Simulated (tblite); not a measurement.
C2H6ClSi4 (doublet state).
SMILES: `C#C[Si]1[SiH2][SiH2][Si@H]1Cl`

The geometry is computed with GFN2-xTB (gas phase). This method treats the open shell by occupation alone, without spin polarisation.

Masses are those of the commonest isotopes; rigid-rotor values at the optimised geometry. 

(1) Give the principal moments of inertia and the rotational constants in MHz.

(2) What kind of rotor is it?

(3) Is it planar, by Δ = Ic − Ia − Ib?

(4) Give the other two planar moments, Paa and Pbb, and the rms extents of the mass along the axes.

(5) Give the coordinates in the principal-axis frame, origin at the centre of mass.

(6) Estimate the classical rotational partition function at 50 K, 298.15 K and 500 K.

## Answers

(1) Ia = 437.40, Ib = 642.11, Ic = 946.12 u·Å²; 505379 MHz·u·Å²/I gives A = 1155, B = 787.1, C = 534.2 MHz.

(2) An asymmetric top: κ = (2 × 787.1 − 1155 − 534.2)/(1155 − 534.2) = -0.19.

(3) Not planar: Δ = Ic − Ia − Ib = -133.39 u·Å². For a rigid frame Δ = −2 Σ m c², so Σ m c² = 66.69 u·Å² lies off the ab plane: 12.41 from hydrogen and 54.29 from heavier atoms. The atom farthest from that plane is 1.98 Å away.

(4) Paa = Σ m a² = (Ib + Ic − Ia)/2 = 575.41 and Pbb = Σ m b² = (Ia + Ic − Ib)/2 = 370.71 u·Å². With the mass M = 176.92 u, the rms extents √(P/M) along a, b and c are 1.80, 1.45, 0.61 Å.

(5) The sense of each axis is arbitrary; atoms in the order of the calculation.
```csv
atom,mass (u),a (Å),b (Å),c (Å)
C1,12.000,3.587,1.785,-0.550
C2,12.000,2.592,1.206,-0.182
Si3,27.977,1.101,0.401,0.545
Si4,27.977,0.999,-1.968,0.576
Si5,27.977,-1.015,-1.801,-0.617
Si6,27.977,-0.898,0.550,-0.698
Cl7,34.969,-2.362,1.420,0.489
H8,1.008,4.449,2.273,-0.904
H9,1.008,2.062,-2.771,-0.041
H10,1.008,0.945,-2.496,1.948
H11,1.008,-2.185,-2.410,0.021
H12,1.008,-0.944,-2.429,-1.940
H13,1.008,-1.157,1.213,-1.983
```

(6) Point group C1, symmetry number σ = 1; q = (√π/σ)·√((kT/h)³/(ABC)), k/h = 20836.6 MHz/K: 85500 at 50 K, 1250000 at 298.15 K, 2700000 at 500 K.

For this open shell read J as N, the rotation without spin; fine and hyperfine splittings come on top. Its GFN2-xTB frequencies are all real (lowest 23 cm⁻¹). Constants of a rigid frame at the computed geometry: no zero-point averaging, no centrifugal distortion.
